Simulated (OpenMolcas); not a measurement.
# OpenMolcas run: W IV

Input:

```
&GATEWAY
Coord
1

W 0.0 0.0 0.0
Basis=ANO-RCC-VQZP
Group=XYZ
NoMove
AngMom=0.0 0.0 0.0
AMFI
&SEWARD
&RASSCF
FileOrb=start.orb
Symmetry=1
Spin=4
nActEl=3 0 0
Inactive=15 19
Ras2=5 0
CIRoot=10 10 1
SDav=10
CIMx=300
Iter=120 100
PrWF=0.3
OrbListing=Nothing
MaxOrb=0
Atom
>>> COPY $Project.JobIph JOB001
&RASSCF
FileOrb=start.orb
Symmetry=1
Spin=2
nActEl=3 0 0
Inactive=15 19
Ras2=5 0
CIRoot=40 40 1
SDav=40
CIMx=300
Iter=120 100
PrWF=0.3
OrbListing=Nothing
MaxOrb=0
Atom
>>> COPY $Project.JobIph JOB002
&RASSI
NrOfJobIphs=2 10 40
1 2 3 4 5 6 7 8 9 10
1 2 3 4 5 6 7 8 9 10 11 12 13 14 15 16 17 18 19 20 21 22 23 24 25 26 27
28 29 30 31 32 33 34 35 36 37 38 39 40
IphNames
JOB001
JOB002
EJob
SpinOrbit
DIPRint=1.0
SOCoupling=1000.0
Subsets=2
MEES
Property=10
'ANGMOM' 1 'ANGMOM' 2 'ANGMOM' 3 'MLTPL  1' 1 'MLTPL  1' 2 'MLTPL  1' 3
'AMFI' 1 'AMFI' 2 'AMFI' 3 'MLTPL  2' 6
SOProperty=3
'ANGMOM' 1 'ANGMOM' 2 'ANGMOM' 3
```

Launched by
```bash
OMP_NUM_THREADS=1 MOLCAS_MEM=1689 MOLCAS_PROJECT=a pymolcas a.inp > a.log  # once for each step of the input, in one work folder
```

A driver script runs the steps one by one and writes start.orb anew before each from the orbitals found so far.

Output, cut to the results:

```
--- SEWARD ---
Basis set label: W.ANO-RCC...9S8P6D4F3G2H.

      Electronic valence basis set:
      ------------------
      Associated Effective Charge  74.000000 au
      Associated Actual Charge     74.000000 au
      Nuclear Model: Point charge

      Shell  nPrim  nBasis  Cartesian Spherical Contaminant
         s      24       9        X
         p      21       8        X
         d      15       6                 X
         f      11       4                 X
         g       4       3                 X
         h       2       2                 X
                  Relativistic Douglas-Kroll-Hess integrals:
                    - DKH order of Hamiltonian: 2
                    - DKH order of Properties : 0
                  Atomic mean-field integrals
--- RASSCF ---
Wave function specifications:
      -----------------------------

      Number of closed shell electrons          68
      Number of electrons in active shells       3
      Max number of holes in RAS1 space          0
      Max nr of electrons in RAS3 space          0
      Number of inactive orbitals               34
      Number of active orbitals                  5
      Number of secondary orbitals             101
      Spin quantum number                      1.5
      State symmetry                             1
Orbital specifications:
      -----------------------

      Symmetry species                           1   2
                                                ag  au
      Frozen orbitals                            0   0
      Inactive orbitals                         15  19
      Active orbitals                            5   0
      RAS1 orbitals                              0   0
      RAS2 orbitals                              5   0
      RAS3 orbitals                              0   0
      Secondary orbitals                        46  55
      Deleted orbitals                           0   0
      Number of basis functions                 66  74
      Number of CSFs                            10
      Number of root(s) required                10
      Iter CI   SX   CI       RASSCF       Energy    max ROT     max BLB   max BLB  Level Ln srch  Step   QN
          iter iter root      energy       change     param      element    value   shift minimum  type update
 Nr of preliminary CI iterations:   1
      Total energies have been shifted. Add               -16000.00 au
        1   1   12    0  -125.53772143    0.00E+00   2.05E-01*  17  20 2  1.37E-01*  0.00   0.00    SX    NO
        2   1   12    0  -125.64985937   -1.12E-01*  2.87E-02   16  38 2 -1.46E-01*  0.00   0.00    SX    NO
        3   1   12    0  -125.64912761    7.32E-04*  2.62E-02   12  34 2  1.65E-01*  0.00   0.00    SX    NO
        4   1   12    0  -125.64673483    2.39E-03*  2.37E-02   16  38 2 -1.76E-01*  0.00   0.00    SX    NO
        5   1   12    0  -125.64326102    3.47E-03*  1.54E-02   16  38 2  1.96E-01*  0.00   0.48    SX   YES
        6   1   11    0  -125.66277220   -1.95E-02*  3.47E-03   16  38 2 -5.88E-02*  0.00   0.77    QN   YES
        7   1    9    0  -125.66479195   -2.02E-03* -2.18E-04   14  43 2  5.93E-04*  0.00   1.00    QN   YES
        8   1    9    0  -125.66479251   -5.59E-07*  6.25E-05   19  25 2  1.18E-04*  0.00   1.00    QN   YES
        9   1    6    0  -125.66479254   -2.33E-08* -8.55E-06    9  24 1 -1.01E-05   0.00   0.91    QN   YES
       10   1    3    0  -125.66479254   -3.58E-10   3.14E-07    9  24 1 -1.11E-06   0.00   1.03    QN   YES
      Convergence after 10 iterations
       11   1    3    0  -125.66479254    1.27E-11   3.14E-07    7  29 2  1.59E-07   0.00   1.03    QN   YES
      Natural orbitals and occupation numbers for root  1
      sym 1:   1.000000   0.177642   0.822358   0.822358   0.177642
      Natural orbitals and occupation numbers for root  2
      sym 1:   0.245445   0.754555   0.754555   0.245445   1.000000
      Natural orbitals and occupation numbers for root  3
      sym 1:   0.873342   0.126658   0.873342   0.126658   1.000000
::    RASSCF root number  1 Total energy: -16125.68056657
::    RASSCF root number  2 Total energy: -16125.68056657
::    RASSCF root number  3 Total energy: -16125.68056657
::    RASSCF root number  4 Total energy: -16125.68056657
::    RASSCF root number  5 Total energy: -16125.68056657
::    RASSCF root number  6 Total energy: -16125.68056657
::    RASSCF root number  7 Total energy: -16125.68056657
::    RASSCF root number  8 Total energy: -16125.62798646
...
--- RASSI ---
SPIN-FREE ENERGIES:
  (Shifted by EMIN (a.u.) =     -16125.6805665724)

 SF State       Relative EMIN(au)   Rel lowest level(eV)    D:o, cm**(-1)      L_eff

     1             0.0000000000        0.0000000000              0.0000         3.0
     2             0.0000000000        0.0000000000              0.0000         3.0
     3             0.0000000000        0.0000000000              0.0000         3.0
     4             0.0000000000        0.0000000000              0.0000         3.0
     5             0.0000000000        0.0000000000              0.0000         3.0
     6             0.0000000000        0.0000000000              0.0000         3.0
     7             0.0000000000        0.0000000000              0.0000         3.0
     8             0.0525801170        1.4307778731          11540.0018         1.0
     9             0.0525801170        1.4307778731          11540.0018         1.0
    10             0.0525801170        1.4307778731          11540.0018         1.0
    11             0.0568536950        1.5470678550          12477.9438         4.0
    12             0.0568536950        1.5470678550          12477.9438         4.0
    13             0.0568536950        1.5470678550          12477.9438         4.0
    14             0.0568536950        1.5470678550          12477.9438         4.0
    15             0.0568536950        1.5470678550          12477.9438         4.0
    16             0.0568536950        1.5470678550          12477.9438         4.0
    17             0.0568536950        1.5470678550          12477.9438         4.0
    18             0.0568536950        1.5470678550          12477.9438         4.0
    19             0.0568536950        1.5470678550          12477.9438         4.0
    20             0.0741929181        2.0188921504          16283.4633         5.0
    21             0.0741929181        2.0188921504          16283.4633         5.0
...
```

Levels above the lowest, from the spin-orbit matrix, grouped by J:

```csv
Configuration,Term,J,E (cm⁻¹),Measured (cm⁻¹),Term weight %,Second
5d³,⁴F,3/2,0.0,0.0,92,7 ²D(1)
5d³,⁴F,5/2,3394,3537,97,3 ²D(1)
5d³,⁴F,7/2,6773,6745,95,5 ²G
5d³,⁴F,9/2,9712,9256,82,16 ²G
5d³,⁴P,3/2,13523,10221,57,30 ²P
5d³,⁴P,1/2,14815,11773,80,20 ²P
5d³,²G,7/2,17926,15261,93,5 ⁴F
5d³,²H,9/2,18513,,55,32 ²G
5d³,⁴P,5/2,19505,17190,94,4 ²D(1)
5d³,²D(1),3/2,22249,,50,35 ⁴P
5d³,²P,1/2,23603,18365,80,20 ⁴P
5d³,²H,11/2,25118,22223,100,
5d³,²G,9/2,27064,,52,43 ²H
5d³,²D(1),5/2,27597,22766,92,4 ⁴P
5d³,²P,3/2,31006,25168,58,32 ²D(1)
5d³,²F,7/2,34922,28412,97,2 ²G
5d³,²F,5/2,35051,27938,92,7 ²D(2)
5d³,²D(2),5/2,52487,43287,91,7 ²F
5d³,²D(2),3/2,52753,43742,99,
```

Against the 15 measured excited levels shown (the list in J. Phys. B 45, 035001 (2012)) the mean absolute deviation is 4200 cm-1; the largest miss in energy is 5d³ ²D_5/2(2): computed 52487, measured 43287 cm⁻¹ (+21.3 %), and the largest in proportion 5d³ ⁴P_3/2 [57 %] (+32.3 %).

Without dynamic correlation excited terms often stand tens of per cent too high (terms of higher spin than the ground term too low), and those without a measured partner can miss by more than the paired ones. Some levels mix across a computed gap that differs much from the measured one, so their mixing is not that of the real levels. Measured partners are found by configuration, term and J. A level has none where our copy of the source lacks it or the pairing is in doubt (some pairs that miss far off the trend of their configuration count as doubtful), and it then counts in no deviation. Only configurations of the active space appear.

The term weight is that of the spin-free term in the level, not the purity of its configuration. A share in square brackets marks a mixed level and gives the weight of the term that names it. A number in round brackets counts repeated terms of one configuration in the order of the reference energies.
